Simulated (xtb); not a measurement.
C₃H₇O₂, SMILES CC(O)C[O] (connectivity only; charge and spin as stated), charge -1, multiplicity 1. All values are semi-empirical tight-binding results from xtb (GFN2-xTB unless named), good for trends rather than for accurate numbers. Geometry: GFN2-xTB. The spin state was assumed, not searched. The isomer is the one that the SMILES or the coordinates give; other isomers of the formula were not compared. Other conformers were not sampled.

```yaml
orbital_gap: 8.19 eV
zero_point_energy: 59.1 kcal/mol
G − E(el) at 298.15 K (modified RRHO): 40.8 kcal/mol
static polarisability (D4 model): 52.8 bohr³
solvation energy, GFN2-xTB/ALPB(water): -74.3 kcal/mol
solvation energy, GFN2-xTB/ALPB(toluene): -53.6 kcal/mol
```

Problem. Give the IR lines (harmonic; lines under 4 % of the strongest left out, lines within 3 cm⁻¹ merged). (An estimate is asked for; the answer gives what the named calculation found.)

Solution. ν (cm⁻¹): 265 (m), 810 (w), 902 (w), 930 (w), 1098 (w), 1180 (s), 1222 (m), 1321 (w), 1353 (w), 1377 (w), 1516 (m), 2196 (vs), 2388 (vs), 2821 (m), 2911 (m), 3000 (w) (against the strongest line: vs over 80 %, s over 45 %, m over 15 %, w over 4 %, vw less)
